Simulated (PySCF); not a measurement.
## Simulated absorption spectrum

Compound: C₂H₈OSi.
Numbering: `[CH3:1][O:2][SiH2:3][CH3:4]` (hydrogens: H5, H6, H7 on C1; H8, H9 on Si3; H10, H11, H12 on C4)

The calculation used PySCF 2.14.0, density-fitted response routines, TDDFT CAM-B3LYP/def2-SVPD, vertical, gas phase, core orbitals frozen in the response. Isolated species at its PBE0-D3(BJ)/def2-SVP geometry (one conformer only). Torsions of this conformer, `[CH3:1][O:2][SiH2:3][CH3:4]`: C1–O2–Si3–C4 180°.

Computed states:

```
state  E (eV)       f
   S1    7.34  0.0063
   S2    7.87   0.020
   S3    8.09   0.025
   S4    8.16   0.034
   S5    8.52   0.091
   S6    8.75   0.036
   S7    8.77   0.035
   S8    8.94   0.034
   S9    9.10   0.107
  S10    9.18   0.017
```

Broadening: Gaussians 0.25 eV wide at half height, area fixed by f = 4.319×10⁻⁹ ∫ε dν̃. The width is an assumption, not a result. The curve ends short of the highest state used, and states not computed would add to its high-energy end.

Question: Give the broadened spectrum and its maxima.

Answer: 
(E (eV), ε (L mol⁻¹ cm⁻¹)): (6.96, 1), (7.04, 13), (7.11, 66), (7.18, 220), (7.25, 478), (7.32, 673), (7.39, 613), (7.46, 363), (7.53, 150), (7.60, 116), (7.67, 364), (7.74, 1026), (7.81, 1951), (7.88, 2678), (7.95, 3293), (8.02, 4476), (8.09, 5852), (8.16, 5882), (8.23, 4293), (8.30, 3001), (8.37, 4092), (8.44, 7443), (8.51, 10241), (8.58, 10343)

Maxima: 169 nm (7.34 eV), ε about 680, made up of S1 (100%); 153 nm (8.13 eV), ε about 6100, made up of S3 (41%) and S4 (57%); 145 nm (8.55 eV), ε about 11000, made up of S5 (90%) (ε in L mol⁻¹ cm⁻¹; maxima over ε = 5, shares over 10%).

Question: Does any computed singlet lie in the visible range?

Answer: No computed singlet lies in the visible range (380 to 750 nm); the lowest, at 169 nm, stands 4.08 eV above its violet end (3.26 eV).

Question: Coming from long wavelengths, where does ε first pass 100 L mol⁻¹ cm⁻¹?

Answer: At about 174 nm (7.13 eV), 0.21 eV below S1.

Question: What would ε be at 8.55 eV, the highest of these maxima, with half the width (0.125 eV)?

Answer: About 17200 L mol⁻¹ cm⁻¹ against 10600, a factor of about 1.6; a lone state at its own centre would give exactly 2.

All these states lie below the vertical ionisation energy of 10.32 eV (ΔSCF).
